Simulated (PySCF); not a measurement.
**PbH3: from structure and modes to constants**

Method: UPBE0/[Pb def2-TZVP with ECP60, H def2-TZVP], scalar-relativistic core potentials, density fitting, no spin–orbit coupling, PySCF.

The doublet minimum has C3v symmetry. Masses (u): Pb 207.97664, H 1.00782.

```xyz
4
charge 0 multiplicity 2, angstrom
Pb    0.0000    0.0000   -0.0087
H     1.6706    0.0000    0.6013
H    -0.8353    1.4468    0.6013
H    -0.8353   -1.4468    0.6013
```

Harmonic wavenumbers (cm⁻¹): 619.9 (e, ×2), 632.4 (a1, ×1), 1693.8 (a1, ×1), 1775.0 (e, ×2).

Q: Find the principal moments of inertia and the rotational constants. What kind of rotor is it?

A: About the centre of mass I = 5.3283, 5.3283, 8.4381 u Å². With B = 16.8576/I this gives 3.164, 3.164, 1.998 cm⁻¹. The molecule is an oblate symmetric top.

Q: What is the harmonic zero-point energy?

A: Half the sum of all 6 wavenumbers, 7116/2 = 3558 cm⁻¹, which is 42.6 kJ/mol (1 cm⁻¹ = 0.0119627 kJ/mol).

Q: Find the vibrational entropy and heat capacity at 298.15 K.

A: With u = 1.43878 ω/T, each mode gives S = R[u/(eᵘ−1) − ln(1−e⁻ᵘ)] and C = R u² eᵘ/(eᵘ−1)².
| ω (cm⁻¹) | u | S (J/(mol K)) | C (J/(mol K)) |
| --- | --- | --- | --- |
| 619.9 (×2) | 2.991 | 1.74 | 4.14 |
| 632.4 | 3.052 | 1.66 | 4.03 |
| 1693.8 | 8.174 | 0.02 | 0.16 |
| 1775.0 (×2) | 8.565 | 0.02 | 0.12 |
The sums over all modes are S = 5.2 and C = 12.7 J/(mol K); the softest mode gives 34 % of the entropy (each member, where degenerate).

Q: Give the standard entropy (298.15 K, 1 bar) by its translational, rotational, vibrational and spin parts, and Cp.

A: Sackur–Tetrode with M = 211.00 u gives 175.6; rotation with symmetry number 3 gives 62.2; vibration 5.2; spin R ln 2 = 5.8. The total is 248.7 J/(mol K), and Cp = 4 R + 12.7 = 46.0 J/(mol K).

This need not be the most stable arrangement of these atoms. With an element this heavy the missing spin–orbit coupling can shift these numbers.
